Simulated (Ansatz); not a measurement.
Single points on the cluster PtAu₂.

```yaml
crystal:
  periodic: [false, false, false]
  atoms:
    - {symbol: Pt, position_ang: [-0.057796, 0.242298, -1.410014]}
    - {symbol: Au, position_ang: [-1.194703, -0.858102, 0.628529]}
    - {symbol: Au, position_ang: [1.252509, 0.615814, 0.781486]}
basis:
  gaussian: {orbitals: def2-TZVP, initial_orbitals: start.molden}
correlation: {method: ccsd_t}
scf: {omitted_lower_state_checks: [starts]}
output: {orbitals: {seedname: orbitals}}
```

The file start.molden holds the orbitals of an earlier run on this structure, at another level or in another basis.

```sh
$ ansatz run in.yaml --threads 2 --pin off --events-out ev --progress --plain --max-ram 4352MiB
```

Output, abridged:

```
Functional definition: HF
1128 factors; integrals over basis functions are off by at most 1.4e-4 eV
mean field evaluation 1: about -10556.5655 eV, gradient 2.2e1 eV
mean field evaluation 2: about -10557.5672 eV, gradient 1.2e0 eV
mean field evaluation 4: about -10558.0827 eV, gradient 1.2e-1 eV
mean field evaluation 8: about -10558.0831 eV, gradient 1.7e-6 eV
mean field evaluation 16: about -10548.7312 eV, gradient 3.5e1 eV
mean field evaluation 32: about -10552.1211 eV, gradient 3.4e1 eV
mean field evaluation 64: about -10553.3426 eV, gradient 8.3e-2 eV
mean field evaluation 96: about -10552.0268 eV, gradient 8.7e0 eV
mean field evaluation 128: about -10549.4295 eV, gradient 7.1e-3 eV
mean field -10558.08306128 eV, -388.0023959764 hartree, gradient 2.3e-6 eV, S^2 0.000000; 0 other end points of the search recorded, 0 dependent functions left out; unrestricted orbitals would lower it
reference -10558.08306128 eV, -388.0023959764 hartree; 28, 28 occupied and 92, 92 virtual orbitals, 1128 factors
second order -35.49327442 eV of doubles, -0.00000000 eV of singles
cycle   1  -30.28076350 eV  change     5.2e0 eV  update   2.9e-1
cycle   2  -31.78635947 eV  change    -1.5e0 eV  update   1.6e-1
cycle   3  -32.14096729 eV  change   -3.5e-1 eV  update   8.4e-2
cycle   4  -32.21242681 eV  change   -7.1e-2 eV  update   5.4e-2
cycle   5  -32.12989082 eV  change    8.3e-2 eV  update   3.1e-2
cycle   6  -32.16129491 eV  change   -3.1e-2 eV  update   1.8e-2
cycle   7  -32.19243969 eV  change   -3.1e-2 eV  update   8.4e-3
cycle   8  -32.19091329 eV  change    1.5e-3 eV  update   5.9e-3
cycle   9  -32.18610638 eV  change    4.8e-3 eV  update   3.6e-3
cycle  10  -32.19263687 eV  change   -6.5e-3 eV  update   2.8e-3
cycle  11  -32.18695723 eV  change    5.7e-3 eV  update   2.0e-3
cycle  12  -32.18503617 eV  change    1.9e-3 eV  update   1.5e-3
cycle  13  -32.18776436 eV  change   -2.7e-3 eV  update   8.8e-4
cycle  14  -32.18747073 eV  change    2.9e-4 eV  update   5.4e-4
cycle  15  -32.18851197 eV  change   -1.0e-3 eV  update   3.0e-4
cycle  16  -32.18893800 eV  change   -4.3e-4 eV  update   1.9e-4
cycle  17  -32.18871103 eV  change    2.3e-4 eV  update   9.0e-5
cycle  18  -32.18863694 eV  change    7.4e-5 eV  update   5.7e-5
cycle  19  -32.18866993 eV  change   -3.3e-5 eV  update   3.0e-5
cycle  20  -32.18867704 eV  change   -7.1e-6 eV  update   1.9e-5
perturbative correction -1.14859082 eV, -0.0422099341 hartree
Total energy: -10591.42032915 eV, -389.2275179736 hartree
Checks for a lower state left out: starts
```

Run time 19 s (2 threads of Arm Neoverse V1 on a shared host), peak host memory 0.73 GiB.

The first input with `hamiltonian: {xc: {name: PBE-QIDH}}` and without the key `correlation`, `output` (abridged; 6 s):

```
Functional definition: PBE-QIDH
mean field -10605.81124806 eV, -389.7563744891 hartree, gradient 1.8e-6 eV, S^2 0.000000; unrestricted orbitals would lower it
second order -39.70677419 eV of doubles, -0.00000000 eV of singles
Total energy: -10619.04685235 eV, -390.2427739753 hartree
Checks for a lower state left out: starts
```

As the first input, with `hamiltonian: {xc: pbe, dispersion: d4}` and without the key `correlation` (abridged; 2.7 s):

```
Functional definition: PBE
mean field -10638.75199443 eV, -390.9669245903 hartree, gradient 1.5e-5 eV, S^2 0.000000
Total energy: -10638.89285300 eV, -390.9721010470 hartree
Checks for a lower state left out: starts
```

First input, but with `hamiltonian: {xc: {name: BHLYP}, dispersion: d4}` and without the key `correlation` (abridged; 4.1 s):

```
Functional definition: BHLYP
mean field -10623.21790505 eV, -390.3960573348 hartree, gradient 1.9e-5 eV, S^2 0.000000
Total energy: -10623.51016571 eV, -390.4067977162 hartree
Checks for a lower state left out: starts
```

First input, but with `hamiltonian: {xc: {name: B2PLYP}}` and without the key `correlation`, `output` (abridged; 5.5 s):

```
Functional definition: B2PLYP
mean field -10607.69570881 eV, -389.8256271445 hartree, gradient 5.0e-6 eV, S^2 0.000000
second order -42.66422194 eV of doubles, -0.00000000 eV of singles
Total energy: -10619.21518605 eV, -390.2489601247 hartree
Checks for a lower state left out: starts
```

First input, but with `hamiltonian: {xc: {name: BLYP}, dispersion: d4}` and without the key `correlation` (abridged; 2.5 s):

```
Functional definition: BLYP
mean field -10634.18976268 eV, -390.7992656658 hartree, gradient 1.6e-5 eV, S^2 0.000000
Total energy: -10634.47425160 eV, -390.8097204409 hartree
Checks for a lower state left out: starts
```

The first input with `hamiltonian: {xc: hf}` and without the key `correlation` (abridged; 1.3 s):

```
Functional definition: HF
mean field -10558.08308301 eV, -388.0023967750 hartree, gradient 2.1e-5 eV, S^2 0.000000
Total energy: -10558.08308301 eV, -388.0023967750 hartree
Checks for a lower state left out: starts
```

Geometry: B3LYP-D4/def2-TZVP.

In the def2 sets Au, Pt take a core potential; there is no spin–orbit coupling. Correlated methods freeze no core orbitals; core or outer-core shells of Pt, Au are correlated, in sets that lack core-valence functions. At CCSD(T)/def2-TZVP, PBE-QIDH/def2-TZVP, HF/def2-TZVP the restricted singlet (for correlated methods, its reference) is unstable: a solution with broken spin symmetry lies lower. The structure comes from a short search, and lower isomers may exist.
